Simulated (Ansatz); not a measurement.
`O=C(O)[CH2][GeH3]` and `O=C(O)O[SiH3]` differ in one atom or group.

Ansatz, PBE0-D4/def2-TZVP geometries, multiplicity 1. Each molecule was computed in one conformer, which needn't be the lowest.

Scalar relativity is left out up to krypton.

```
                                        property  `O=C(O)[CH2][GeH3]`
            HOMO–LUMO gap (PBE0/def2-TZVPP) / eV                 8.00
              HOMO energy (PBE0/def2-TZVPP) / eV                -8.06
size of the dipole moment (B3LYP/def2-TZVPP) / D                 1.76
         HOMO–LUMO gap (ωB97M-V/def2-TZVPP) / eV                12.48
           HOMO energy (ωB97M-V/def2-TZVPP) / eV               -10.49
           LUMO energy (ωB97M-V/def2-TZVPP) / eV                 1.99
```

(1) Give the same properties after the change, and the shifts. (Estimate.)

Answers

(1) The calculation gave: 
```tsv
property	`O=C(O)O[SiH3]`	shift
HOMO–LUMO gap (PBE0/def2-TZVPP) / eV	8.68	0.68
HOMO energy (PBE0/def2-TZVPP) / eV	-8.74	-0.68
size of the dipole moment (B3LYP/def2-TZVPP) / D	0.39	-1.37
HOMO–LUMO gap (ωB97M-V/def2-TZVPP) / eV	12.82	0.34
HOMO energy (ωB97M-V/def2-TZVPP) / eV	-11.23	-0.74
LUMO energy (ωB97M-V/def2-TZVPP) / eV	1.59	-0.40
```

Dipoles are sizes alone; their direction can turn.

B3LYP here is the variant with VWN-RPA as its local correlation; programs differ in this.
